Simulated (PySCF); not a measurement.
B3LYP has the VWN-RPA correlation part, as in Gaussian. Delta-SCF ions had no search for a lower state. Excitations are Tamm–Dancoff values on a coarser integration grid. The basis has no diffuse functions, so Rydberg states are missing or too high.

**H4OSi2, SMILES `[SiH3][SiH]=O` (charge 0, multiplicity 1)**

Level of theory: B3LYP-D3(BJ)/def2-TZVP (PySCF).

```yaml
HOMO: -7.52 eV
dipole_moment: 3.91 D
LUMO: -2.59 eV
HOMO–LUMO gap: 4.93 eV
S1 excitation (TDA): 3.54 eV
S1 oscillator strength: 0.002
brightest of the four lowest singlets (TDA): 5.95 eV
T1 excitation (TDA): 3.09 eV
S1–T1 gap (TDA): 0.46 eV
vertical ionisation energy (Delta-SCF): 9.82 eV
total_energy: -656.7090 Ha
cost: around 100 core-seconds (rough)
```

Bonds (Å): O1–Si2 1.525, Si2–Si3 2.354, Si2–H4 1.492, Si3–H5 1.483, Si3–H6 1.483, Si3–H7 1.477. Bond angles (°): O1–Si2–Si3 123.7, O1–Si2–H4 121.9, Si3–Si2–H4 114.4, Si2–Si3–H5 108.3, Si2–Si3–H6 108.3, Si2–Si3–H7 109.9, H5–Si3–H6 108.7, H5–Si3–H7 110.8, H6–Si3–H7 110.8.
